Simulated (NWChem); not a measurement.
Molecule: SiHOBr, singlet; SMILES O[Si]Br

```xyz
4

Si     0.6097     1.1670     0.0000
Br     0.0214    -1.0357     0.0000
O     -0.9319     1.8523     0.0000
H     -0.9035     2.8296     0.0000
```
Atoms are numbered in this order, from 1.

Computed with NWChem. Low-valent species are run as closed-shell singlets; no triplet was tried in these runs. Structure relaxed at the PBE-D3(BJ)/def2-SVP level. Vzz is the largest principal value of the second derivative of the potential at the nucleus (NWChem prints the opposite sign); η is the asymmetry. Non-relativistic.

```
level                Vzz Br2 (a.u.)  η Br2  Vzz O3 (a.u.)  η O3
-------------------  --------------  -----  -------------  ----
CAM-B3LYP/def2-TZVP           3.002   0.55          1.281  0.04
CAM-B3LYP/def2-SVP              ___   0.55          1.307  0.02
B3LYP/def2-SVP                2.930   0.61          1.308  0.02
B3LYP/cc-pVTZ                 2.807   0.61          1.282  0.04
```

Question: Complete the blanks.

Answer: 
- CAM-B3LYP/def2-SVP, Vzz Br2 (a.u.): 3.027
